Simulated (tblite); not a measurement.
Species: C3H13NSi2 (charge +1 and doublet state).
SMILES with atom numbers: `[CH3:1][CH2:2][Si@@:3]([CH3:4])([NH2+:5])[SiH3:6]` (hydrogens: H7, H8, H9 on C1; H10, H11 on C2; H12, H13, H14 on C4; H15, H16 on N5; H17, H18, H19 on Si6)

Computed geometry: GFN2-xTB, gas phase. This method treats the open shell by occupation alone, without spin polarisation.

Entries marked ? are missing. Bonds in one row agree within 0.01 Å.

```
               coordinate    value
                    C1–C2        ?
                   C2–Si3  1.910 Å
                   Si3–C4        ?
                   Si3–N5  1.700 Å
                  Si3–Si6        ?
      C1–H7, C1–H8, C1–H9  1.088 Å
                   C2–H10  1.091 Å
                   C2–H11  1.092 Å
   C4–H12, C4–H13, C4–H14  1.086 Å
                   N5–H15  1.008 Å
                   N5–H16  1.008 Å
Si6–H17, Si6–H18, Si6–H19  1.458 Å
                C1–C2–Si3        ?
                C2–Si3–C4   120.6°
                C2–Si3–N5        ?
               C2–Si3–Si6   100.6°
                C4–Si3–N5   111.5°
               C4–Si3–Si6        ?
               N5–Si3–Si6   106.4°
```

Question: Estimate the withheld lengths and angles.

Answer: 
- C1–C2 = 1.525 Å, drawn single (ends: carbon bonded to C and 3 H; carbon bonded to C, Si and 2 H); 0.01 Å above the sum of covalent radii, 1.52 Å.
- Si3–C4 = 1.892 Å, drawn single (ends: silicon bonded to 2 C, N and Si; carbon bonded to Si and 3 H); 0.02 Å above the sum of covalent radii, 1.87 Å.
- Si3–Si6 = 2.570 Å, drawn single (ends: silicon bonded to 2 C, N and Si; silicon bonded to Si and 3 H); 0.35 Å above the sum of covalent radii, 2.22 Å.
- C1–C2–Si3 = 115.0°, at the carbon bonded to C, Si and 2 H; the outer atoms are 2.905 Å apart.
- C2–Si3–N5 = 112.4°, at the silicon bonded to 2 C, N and Si; the outer atoms are 3.003 Å apart.
- C4–Si3–Si6 = 103.3°, at the silicon bonded to 2 C, N and Si; the outer atoms are 3.524 Å apart.

Radii are Cordero's, carbon taken as 0.76, 0.73 or 0.69 Å for four, three, and two or fewer neighbours.

Its GFN2-xTB frequencies are all real (lowest 48 cm⁻¹). Torsions: C1–C2–Si3–C4 165°, C2–Si3–N5–H 23° and -157°. 3 starts were optimised and ended at 0.00, 0.29 and 0.31 kcal/mol (GFN2-xTB); the lowest of these is shown.

Time: 2.0 s of wall time. Hardware: one thread, Arm Neoverse V1 (aarch64), shared host with 32 logical CPUs at a one-minute load of 10. These figures are those of the optimisation.

One conformer stands for the species.
